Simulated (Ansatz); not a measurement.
C₄H₃F₃, SMILES `FC1=C(F)C(F)C1`. Charge 0, multiplicity 1. All single points use the PBE0-D4/def2-TZVP geometry.

```xyz
10

F     0.712   -2.302    0.277
C     0.261   -1.072    0.190
C    -0.890   -0.475    0.482
F    -2.034   -0.846    1.012
C    -0.462    0.829   -0.101
F    -0.392    1.885    0.776
C     0.907    0.146   -0.393
H    -1.003    1.167   -0.988
H     1.718    0.582    0.193
H     1.184    0.088   -1.448
```

(1) What is the dipole moment at r2SCAN/def2-TZVPP? (An estimate is asked.)

(2) And with PBE, B3LYP, ωB97M-V? (An estimate is asked.)

(3) Give the Mulliken charges with r2SCAN, ωB97M-V, PBE in def2-TZVPP. (Best estimate.)

Results:

(1) Ansatz gave: 1.94 D, with components (0.85, 0.10, -1.74) D in this frame, pointing from negative to positive charge.

(2) Ansatz gave: PBE 1.84 D, B3LYP 2.01 D, ωB97M-V 2.01 D.

(3) Ansatz gave: 
```
atom  r2SCAN  ωB97M-V    PBE
  F1   -0.18    -0.17  -0.14
  C2    0.19     0.18   0.12
  C3    0.11     0.14   0.10
  F4   -0.19    -0.18  -0.14
  C5    0.23     0.14   0.14
  F6   -0.23    -0.22  -0.19
  C7   -0.08    -0.20  -0.10
  H8    0.04     0.09   0.06
  H9    0.07     0.12   0.08
 H10    0.05     0.11   0.07
```

B3LYP here is the variant with VWN-RPA as its local correlation; programs differ in this.
